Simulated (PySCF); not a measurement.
Computed shifts of a molecule C₄H₁₂O₄Si, PySCF with B3LYP/pcSseg-1, GIAO, gas phase, equivalent atoms averaged, in ppm (number of nuclei): ¹³C: 56.1 (4). ²⁹Si: -86.9 (1). ¹H: 3.92 (12). References: ¹³C against TMS (σ = 181.3 ppm); ¹⁷O against H2O (σ = 333.8 ppm); ²⁹Si against TMS (σ = 338.7 ppm); ¹H against TMS (σ = 31.68 ppm), references at their B3LYP-D3(BJ)/def2-TZVP geometries, non-relativistic. Coordinates come from a B3LYP-D3(BJ)/def2-SVP optimisation. The values are those of a single conformer.

Task: Identify the compound among the candidates.
A. CO[Si](OC)(OC)OC
B. CCO[Si](O)(OC)OC
C. CCO[Si](O)(O)OCC
D. CC(C)(C)O[Si](O)(O)O

Result: A, CO[Si](OC)(OC)OC
